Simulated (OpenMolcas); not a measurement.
# Ar III: input and output

Input:

```
&GATEWAY
Coord
1

Ar 0.0 0.0 0.0
Basis=ANO-RCC-VQZP
Group=XYZ
NoMove
AngMom=0.0 0.0 0.0
AMFI
&SEWARD
* reference wave functions (RASSCF and RASSI steps not shown): 6 electrons in 9 orbitals (RAS2 3s 3p; RAS3 3d, at most 2 electrons)
>>> COPY JOB001 $Project.JobIph
&CASPT2
Multistate=3 1 2 3
Frozen=1 0
IPEA=0.25
Imaginary=0.1
MaxIter=60
WThr=0.0 0.3 0.05
PrWF=0.5
NoMix
>>> COPY JOB002 $Project.JobIph
&CASPT2
Multistate=7 1 2 3 4 5 6 7
Frozen=1 0
IPEA=0.25
Imaginary=0.1
MaxIter=60
WThr=0.0 0.3 0.05
PrWF=0.5
NoMix
>>> COPY JOB003 $Project.JobIph
&CASPT2
Multistate=3 1 2 3
Frozen=1 0
IPEA=0.25
Imaginary=0.1
MaxIter=60
WThr=0.0 0.3 0.05
PrWF=0.5
NoMix
...
```

Output, cut to the results:

```
--- CASPT2 ---
Orbital specifications:
      -----------------------

      Symmetry species                           1   2
                                                ag  au
      Frozen orbitals                            1   0
      Inactive orbitals                          1   3
      Active orbitals                            6   3
      Secondary orbitals                        22  23
      Deleted orbitals                           0   0
      Number of basis functions                 30  29
Type of calculation                        MS-CASPT2
      Fock operator                              state-specific
      IPEA shift                                 0.25
      Real shift                                 0.00
      Imaginary shift                            0.10
      The input orbitals will be transformed to quasi-canonical
Reference energy:        -527.2218280247
      E2 (Non-variational):      -0.1309775468
      Shift correction:          -0.0000333601
      E2 (Variational):          -0.1310109068
      Total energy:            -527.3528389315
      Residual norm:              0.0000003396
      Reference weight:           0.98486
      Contributions to the CASPT2 correlation energy
      Active & Virtual Only:         -0.0647066896
      One Inactive Excited:          -0.0234337188
      Two Inactive Excited:          -0.0428371383
Reference energy:        -527.2218280247
      E2 (Non-variational):      -0.1309756874
      Shift correction:          -0.0000333524
      E2 (Variational):          -0.1310090397
      Total energy:            -527.3528370644
      Residual norm:              0.0000003396
      Reference weight:           0.98487
      Contributions to the CASPT2 correlation energy
      Active & Virtual Only:         -0.0647048382
      One Inactive Excited:          -0.0234337108
      Two Inactive Excited:          -0.0428371384
::    CASPT2 Root  1     Total energy:   -527.35283893
::    CASPT2 Root  2     Total energy:   -527.35283706
::    CASPT2 Root  3     Total energy:   -527.35283638
::    MS-CASPT2 Root  1     Total energy:   -527.35283893
::    MS-CASPT2 Root  2     Total energy:   -527.35283706
::    MS-CASPT2 Root  3     Total energy:   -527.35283638
--- CASPT2 ---
Orbital specifications:
      -----------------------

      Symmetry species                           1   2
                                                ag  au
      Frozen orbitals                            1   0
      Inactive orbitals                          1   3
      Active orbitals                            6   3
      Secondary orbitals                        22  23
      Deleted orbitals                           0   0
      Number of basis functions                 30  29
Type of calculation                        MS-CASPT2
      Fock operator                              state-specific
      IPEA shift                                 0.25
      Real shift                                 0.00
      Imaginary shift                            0.10
      The input orbitals will be transformed to quasi-canonical
Reference energy:        -527.1507198839
      E2 (Non-variational):      -0.1399948042
      Shift correction:          -0.0000397796
      E2 (Variational):          -0.1400345838
      Total energy:            -527.2907544677
      Residual norm:              0.0000001140
      Reference weight:           0.98264
      Contributions to the CASPT2 correlation energy
      Active & Virtual Only:         -0.0730588984
      One Inactive Excited:          -0.0242232089
      Two Inactive Excited:          -0.0427126969
Reference energy:        -527.1507198839
      E2 (Non-variational):      -0.1398938925
      Shift correction:          -0.0000395989
      E2 (Variational):          -0.1399334914
      Total energy:            -527.2906533753
      Residual norm:              0.0000001038
      Reference weight:           0.98268
      Contributions to the CASPT2 correlation energy
      Active & Virtual Only:         -0.0729630995
      One Inactive Excited:          -0.0242183371
      Two Inactive Excited:          -0.0427124559
::    CASPT2 Root  1     Total energy:   -527.29075447
::    CASPT2 Root  2     Total energy:   -527.29065338
::    CASPT2 Root  3     Total energy:   -527.29074957
::    CASPT2 Root  4     Total energy:   -527.29071253
::    CASPT2 Root  5     Total energy:   -527.29075597
::    CASPT2 Root  6     Total energy:   -527.20329535
::    CASPT2 Root  7     Total energy:   -526.16921232
::    MS-CASPT2 Root  1     Total energy:   -527.29111447
::    MS-CASPT2 Root  2     Total energy:   -527.29080078
::    MS-CASPT2 Root  3     Total energy:   -527.29075829
::    MS-CASPT2 Root  4     Total energy:   -527.29066696
::    MS-CASPT2 Root  5     Total energy:   -527.29030334
::    MS-CASPT2 Root  6     Total energy:   -527.20387003
::    MS-CASPT2 Root  7     Total energy:   -526.16861971
--- CASPT2 ---
Orbital specifications:
      -----------------------

      Symmetry species                           1   2
                                                ag  au
      Frozen orbitals                            1   0
      Inactive orbitals                          1   3
      Active orbitals                            6   3
      Secondary orbitals                        22  23
      Deleted orbitals                           0   0
      Number of basis functions                 30  29
Type of calculation                        MS-CASPT2
      Fock operator                              state-specific
      IPEA shift                                 0.25
      Real shift                                 0.00
      Imaginary shift                            0.10
      The input orbitals will be transformed to quasi-canonical
Reference energy:        -526.6955716130
      E2 (Non-variational):      -0.1279562744
      Shift correction:          -0.0000646184
      E2 (Variational):          -0.1280208928
...
```

Levels above the lowest, from the spin-orbit matrix with the multistate effective Hamiltonian, averaged by term, added to it:

```csv
Configuration,Term,J,E (cm⁻¹),Measured (cm⁻¹),g,Term weight %
3s² 3p⁴,³P,2,0.0,0.0,1.500,100
3s² 3p⁴,³P,1,1006,1112,1.501,100
3s² 3p⁴,³P,0,1434,1570,,100
3s² 3p⁴,¹D,2,14190,14010,1.001,100
3s² 3p⁴,¹S,0,33270,33266,,100
3s 3p⁵,³P°,2,116220,113801,1.501,100
3s 3p⁵,³P°,1,117130,114797,1.501,100
3s 3p⁵,³P°,0,117600,115328,,100
```

Against the 7 measured excited levels shown (Saloman, J. Phys. Chem. Ref. Data 39, 033101 (2010)) the mean absolute deviation is 1100 cm-1; the largest miss in energy is 3s 3p⁵ ³P°₂: computed 116220, measured 113801 cm⁻¹ (+2.1 %), and the largest in proportion 3s² 3p⁴ ³P₁ (-9.5 %).

CASPT2 breaks the degeneracy within a term, and the mean is taken; among the terms shown or strongly mixed into the levels shown the widest spread is 180 cm-1 (3s² 3p⁴ ¹D). Active for correlation alone: 3d; no level in the range computed is led by a configuration that fills it, so any true level of that kind is missing. Some terms mix strongly with configurations of 3d, whose occupation reaches 0.25 (3s 3p⁵ ³P°). Computed and measured levels are paired by configuration, term and J; levels that our copy of the source lacks, or whose pairing is in doubt (as where it misses far off the trend of its configuration), stay unpaired and out of the deviations. Only configurations of the active space appear. The first state left out of the spin-orbit step lies near 180000 cm-1 above the lowest spin-free state of the reference (among the parities and spins computed), and the list stops at four fifths of that energy or lower.

The term weight is that of the spin-free term in the level, not the purity of its configuration. ° marks odd parity.
